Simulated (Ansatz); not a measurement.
One change: `CB(C)N[SiH3]` becomes `CB(C)BN`.

Ansatz, PBE0-D4/def2-TZVP geometries, multiplicity 1. Each molecule was computed in one conformer, which needn't be the lowest.

| property | `CB(C)N[SiH3]` |
| --- | --- |
| HOMO energy (PBE/def2-TZVPP) / eV | -6.76 |
| HOMO energy (B3LYP/def2-TZVPP) / eV | -7.83 |
| HOMO–LUMO gap (ωB97M-V/def2-TZVPP) / eV | 12.13 |
| HOMO–LUMO gap (B3LYP/def2-TZVPP) / eV | 7.94 |
| LUMO energy (B3LYP/def2-TZVPP) / eV | 0.11 |
| HOMO energy (PBE0/def2-TZVPP) / eV | -8.05 |

Question: What does the change do to each property? (Estimate.)

Answer: Computed: 
| property | `CB(C)BN` | shift |
| --- | --- | --- |
| HOMO energy (PBE/def2-TZVPP) / eV | -5.83 | 0.93 |
| HOMO energy (B3LYP/def2-TZVPP) / eV | -6.98 | 0.85 |
| HOMO–LUMO gap (ωB97M-V/def2-TZVPP) / eV | 10.77 | -1.36 |
| HOMO–LUMO gap (B3LYP/def2-TZVPP) / eV | 6.31 | -1.63 |
| LUMO energy (B3LYP/def2-TZVPP) / eV | -0.67 | -0.78 |
| HOMO energy (PBE0/def2-TZVPP) / eV | -7.14 | 0.91 |

With PBE0 the HOMO rises by 0.91 eV and the LUMO falls by 0.82 eV, so the gap narrows by about 1.73 eV. PBE moves the HOMO by 0.93 eV and ωB97M-V by 0.96 eV.

B3LYP here is the variant with VWN-RPA as its local correlation; programs differ in this.
